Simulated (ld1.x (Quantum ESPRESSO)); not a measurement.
Pseudopotential generation for germanium: PAW, PBE, scalar-relativistic.

The input file (ld1.x (Quantum ESPRESSO) 7.5):

```
&input
   title='Ge', zed=32., rel=1, dft='PBE', iswitch=3,
   config='[Ar] 3d10 4s2 4p2',
   nld=3, rlderiv=2.05, eminld=-4.0, emaxld=5.0, deld=0.02
 /
 &inputp
   pseudotype=3, lpaw=.true., tm=.true., lloc=-2, rcloc=1.15,
   nlcc=.true., new_core_ps=.true., rcore=0.75,
   which_augfun='BESSEL', rmatch_augfun=0.70,
   file_pseudopw='Ge.UPF', file_wfcaegen='ae.wfc', file_wfcncgen='nc.wfc', file_beta='beta', file_chi='chi', file_wfcusgen='us.wfc'
 /
6
4S  1  0   2.00   0.00  1.25  1.55  0.0
4S  1  0   0.00  -0.50  1.25  1.55  0.0
4P  2  1   2.00   0.00  1.60  1.90  0.0
4P  2  1   0.00   3.85  1.60  1.90  0.0
3D  3  2  10.00   0.00  0.80  1.00  0.0
3D  3  2   0.00  -0.95  0.80  1.00  0.0
 &test
   configts(1)='3d10 4s2 4p2'
 /
```

Command:

```bash
ld1.x < Ge.in > Ge.out
```

The program printed (shortened: banner, matrices, multipoles, cross overlaps and the repeated all-electron block are left out):

```
Program LD1 v.7.5
     --------------------------- All-electron run ----------------------------

     Ge
     scalar relativistic calculation

     atomic number is 32.00
     dft =PBE   lsd =0 sic =0 latt =0  beta=0.20 tr2=1.0E-14
     Exchange-correlation= PBE
                           (   1   4   3   4   0   0   0)
     mesh =1207 r(mesh) = 100.41023 a.u. xmin = -7.00 dx = 0.01250
     1 Ry =  13.60569312 eV, c = 137.03599908

     n l     nl                  e(Ry)          e(Ha)          e(eV)
     1 0     1S 1( 2.00)      -805.6314      -402.8157    -10961.1741
     2 0     2S 1( 2.00)      -100.8250       -50.4125     -1371.7939
     2 1     2P 1( 6.00)       -88.1036       -44.0518     -1198.7111
     3 0     3S 1( 2.00)       -12.3839        -6.1919      -168.4909
     3 1     3P 1( 6.00)        -8.4979        -4.2490      -115.6205
     3 2     3D 1(10.00)        -2.1543        -1.0772       -29.3109
     4 0     4S 1( 2.00)        -0.8622        -0.4311       -11.7311
     4 1     4P 1( 2.00)        -0.2863        -0.1431        -3.8953

     final scf error:  3.0E-15 reached in  36 iterations

     Etot =   -4197.669992 Ry,   -2098.834996 Ha,  -57112.209742 eV

     Ekin =    4273.695468 Ry,    2136.847734 Ha,   58146.589038 eV
     Encl =  -10116.689522 Ry,   -5058.344761 Ha, -137644.573051 eV
     Eh   =    1804.321722 Ry,     902.160861 Ha,   24549.047641 eV
     Exc  =    -158.997660 Ry,     -79.498830 Ha,   -2163.273369 eV

     normalization and overlap integrals

     s(1S/1S) =  1.000000  <r> =   0.0470  <r2> =    0.0030  r(max) =   0.0309
     s(2S/2S) =  1.000000  <r> =   0.2100  <r2> =    0.0520  r(max) =   0.1754
     s(2P/2P) =  1.000000  <r> =   0.1837  <r2> =    0.0414  r(max) =   0.1418
     s(3S/3S) =  1.000000  <r> =   0.6242  <r2> =    0.4495  r(max) =   0.5402
     s(3P/3P) =  1.000000  <r> =   0.6470  <r2> =    0.4929  r(max) =   0.5402
     s(3D/3D) =  1.000000  <r> =   0.7365  <r2> =    0.6969  r(max) =   0.5012
     s(4S/4S) =  1.000000  <r> =   2.1162  <r2> =    5.1841  r(max) =   1.7494
     s(4P/4P) =  1.000000  <r> =   2.8993  <r2> =   10.0650  r(max) =   2.2184

     ------------------------ End of All-electron run ------------------------

     --------------------- Generating PAW atomic setup --------------------

      Generating local potential from pseudized AE potential:
      Matching radius rcloc =   1.1500
      Enforcing V''(0)=0 (lloc=-2)

      Local pseudo, rcloc= 1.144 Estimated cut-off energy=    24.13 Ry

      Computing core charge for nlcc:

       r > 0.76 : true rho core
      Core charge pseudized with two Bessel functions
      Integrated core pseudo-charge :  10.58
      Wfc-us  4S rcutus= 1.544  Estimated cut-off energy=    17.84 Ry
      Wfc-us  4S rcutus= 1.544  Estimated cut-off energy=    18.28 Ry
      Wfc-us  4P rcutus= 1.886  Estimated cut-off energy=    20.49 Ry
      Wfc-us  4P rcutus= 1.886  Estimated cut-off energy=    31.11 Ry
      Wfc-us  3D rcutus= 1.009  Estimated cut-off energy=   114.32 Ry
      Wfc-us  3D rcutus= 1.009  Estimated cut-off energy=   124.80 Ry

     Required augmentation: BESSEL   radius:    0.700000
     Suggested rho cutoff for augmentation: 201.24 Ry

     Estimated PAW energy = -315.213356 Ryd

     ------------------- End of pseudopotential generation -------------------

     Computing logarithmic derivative in   2.04528
     Computing logarithmic derivative in   2.04528
     Computing the partial wave expansion
     R is outside the sphere for l=    0 j= 0.00
     R is outside the sphere for l=    0 j= 0.00
     R is outside the sphere for l=    1 j= 0.00
     R is outside the sphere for l=    1 j= 0.00
     R is outside the sphere for l=    2 j= 0.00
     R is outside the sphere for l=    2 j= 0.00

     ---------------------- Testing the pseudopotential ----------------------

     Ge
     scalar relativistic calculation

     atomic number is 32.00   valence charge is 14.00
     dft = SLA  PW   PBX  PBC   lsd =0 sic =0 latt =0  beta=0.20 tr2=1.0E-14
     mesh =1207 r(mesh) = 100.41023 xmin = -7.00 dx = 0.01250

     n l     nl             e AE (Ry)        e PS (Ry)    De AE-PS (Ry)
     3 2     3D   1(10.00)       -2.15431       -2.15435        0.00003
     1 0     4S   1( 2.00)       -0.86222       -0.86223        0.00001
     2 1     4P   1( 2.00)       -0.28630       -0.28630        0.00000

     eps = 1.0E-15  iter =  6

     Etot =   -4197.669992 Ry,   -2098.834996 Ha,  -57112.209742 eV
     Etotps =  -315.213484 Ry,    -157.606742 Ha,   -4288.697927 eV

     Ekin =     314.094719 Ry,     157.047360 Ha,    4273.476359 eV
     Encl =    -640.924175 Ry,    -320.462087 Ha,   -8720.217637 eV
     Ehrt =     170.613580 Ry,      85.306790 Ha,    2321.316015 eV
     Ecxc =    -158.997608 Ry,     -79.498804 Ha,   -2163.272664 eV
     (Ecc =     -27.650835 Ry,     -13.825417 Ha,    -376.208772 eV)

     ---------------------- End of pseudopotential test ----------------------
```

Generation and configuration tests took about 2.3 s on one core of a shared server CPU.

Transferability test of the new file with ld1.x, input:

```
&input
   title='Ge', zed=32., rel=1, dft='PBE', iswitch=2,
   config='[Ar] 3d10 4s2 4p2'
 /
 &test
   file_pseudo='Ge.UPF', nconf=8,
   configts(1)='3d10 4s2 4p2',
   configts(2)='3d10 4s2 4p1',
   configts(3)='3d10 4s2 4p0',
   configts(4)='3d10 4s1 4p0',
   configts(5)='3d10 4s1 4p2',
   configts(6)='3d10 4s0 4p4',
   configts(7)='3d10 4s2 4p1.5',
   configts(8)='3d9 4s2 4p2'
 /
```

```bash
ld1.x < Ge.test.in > Ge.test.out
```

Pseudopotential blocks of its output, shortened (energy terms left out; the distinct warnings before each block abridged to one line each):

```
     ---------------------- Testing the pseudopotential ----------------------

     n l     nl             e AE (Ry)        e PS (Ry)    De AE-PS (Ry)
     3 2     3D   1(10.00)       -2.15431       -2.15435        0.00003
     1 0     4S   1( 2.00)       -0.86222       -0.86223        0.00001
     2 1     4P   1( 2.00)       -0.28630       -0.28630        0.00000

     eps = 1.1E-15  iter =  6

     Etot =   -4197.669992 Ry,   -2098.834996 Ha,  -57112.209742 eV
     Etotps =  -315.213484 Ry,    -157.606742 Ha,   -4288.697927 eV

     ---------------------- End of pseudopotential test ----------------------

          ---------------------- Testing the pseudopotential ----------------------

     n l     nl             e AE (Ry)        e PS (Ry)    De AE-PS (Ry)
     3 2     3D   1(10.00)       -2.81637       -2.81694        0.00057
     1 0     4S   1( 2.00)       -1.45956       -1.45952       -0.00004
     2 1     4P   1( 1.00)       -0.82628       -0.82617       -0.00011

     eps = 3.2E-16  iter = 17

     Etot =   -4197.122869 Ry,   -2098.561434 Ha,  -57104.765750 eV
     Etotps =  -314.666338 Ry,    -157.333169 Ha,   -4281.253635 eV
     dEtot_ae =       0.547123 Ry
     dEtot_ps =       0.547145 Ry,   Delta E=      -0.000022 Ry

     ---------------------- End of pseudopotential test ----------------------

          ---------------------- Testing the pseudopotential ----------------------

     n l     nl             e AE (Ry)        e PS (Ry)    De AE-PS (Ry)
     3 2     3D   1(10.00)       -3.61570       -3.61765        0.00195
     1 0     4S   1( 2.00)       -2.14976       -2.14961       -0.00016
     2 1     4P   1( 0.00)       -1.45571       -1.45532       -0.00039

     eps = 8.5E-15  iter = 17

     Etot =   -4195.988126 Ry,   -2097.994063 Ha,  -57089.326796 eV
     Etotps =  -313.531716 Ry,    -156.765858 Ha,   -4265.816318 eV
     dEtot_ae =       1.681865 Ry
     dEtot_ps =       1.681767 Ry,   Delta E=       0.000098 Ry

     ---------------------- End of pseudopotential test ----------------------

          ---------------------- Testing the pseudopotential ----------------------

     n l     nl             e AE (Ry)        e PS (Ry)    De AE-PS (Ry)
     3 2     3D   1(10.00)       -4.63739       -4.64194        0.00455
     1 0     4S   1( 1.00)       -2.97339       -2.97367        0.00027
     2 1     4P   1( 0.00)       -2.20993       -2.20973       -0.00020

     eps = 4.1E-15  iter = 17

     Etot =   -4193.431031 Ry,   -2096.715516 Ha,  -57054.535744 eV
     Etotps =  -310.974336 Ry,    -155.487168 Ha,   -4231.021390 eV
     dEtot_ae =       4.238961 Ry
     dEtot_ps =       4.239147 Ry,   Delta E=      -0.000187 Ry

     ---------------------- End of pseudopotential test ----------------------

          ---------------------- Testing the pseudopotential ----------------------

     n l     nl             e AE (Ry)        e PS (Ry)    De AE-PS (Ry)
     3 2     3D   1(10.00)       -2.94373       -2.94365       -0.00008
     1 0     4S   1( 1.00)       -1.53157       -1.53163        0.00006
     2 1     4P   1( 2.00)       -0.88375       -0.88375       -0.00000

     eps = 1.7E-15  iter = 13

     Etot =   -4196.482228 Ry,   -2098.241114 Ha,  -57096.049396 eV
     Etotps =  -314.025565 Ry,    -157.012783 Ha,   -4272.535477 eV
     dEtot_ae =       1.187763 Ry
     dEtot_ps =       1.187918 Ry,   Delta E=      -0.000155 Ry

     ---------------------- End of pseudopotential test ----------------------

          ---------------------- Testing the pseudopotential ----------------------

     n l     nl             e AE (Ry)        e PS (Ry)    De AE-PS (Ry)
     3 2     3D   1(10.00)       -2.40106       -2.39943       -0.00163
     1 0     4S   1( 0.00)       -0.99555       -0.99558        0.00003
     2 1     4P   1( 4.00)       -0.38263       -0.38265        0.00002

     eps = 3.6E-15  iter = 12

     Etot =   -4196.479660 Ry,   -2098.239830 Ha,  -57096.014458 eV
     Etotps =  -314.023001 Ry,    -157.011500 Ha,   -4272.500580 eV
     dEtot_ae =       1.190331 Ry
     dEtot_ps =       1.190483 Ry,   Delta E=      -0.000152 Ry

     ---------------------- End of pseudopotential test ----------------------

          ---------------------- Testing the pseudopotential ----------------------

     n l     nl             e AE (Ry)        e PS (Ry)    De AE-PS (Ry)
     3 2     3D   1(10.00)       -2.46527       -2.46549        0.00023
     1 0     4S   1( 2.00)       -1.14653       -1.14653       -0.00001
     2 1     4P   1( 1.50)       -0.54268       -0.54264       -0.00003

     eps = 2.0E-15  iter = 14

     Etot =   -4197.464058 Ry,   -2098.732029 Ha,  -57109.407861 eV
     Etotps =  -315.007530 Ry,    -157.503765 Ha,   -4285.895781 eV
     dEtot_ae =       0.205934 Ry
     dEtot_ps =       0.205954 Ry,   Delta E=      -0.000019 Ry

     ---------------------- End of pseudopotential test ----------------------

          Warning: n=3, l=2 expected 0 nodes, found 1
     ---------------------- Testing the pseudopotential ----------------------

     n l     nl             e AE (Ry)        e PS (Ry)    De AE-PS (Ry)
     3 2     3D   1( 9.00)       -3.58009       -3.61542        0.03532  !
     1 0     4S   1( 2.00)       -1.67091       -1.67165        0.00074
     2 1     4P   1( 2.00)       -0.96867       -0.97092        0.00225

     eps = 2.5E-15  iter = 23

     Etot =   -4194.826643 Ry,   -2097.413321 Ha,  -57073.524006 eV
     Etotps =  -312.353280 Ry,    -156.176640 Ha,   -4249.782869 eV
     dEtot_ae =       2.843349 Ry
     dEtot_ps =       2.860204 Ry,   Delta E=      -0.016855 Ry

     ---------------------- End of pseudopotential test ----------------------
```
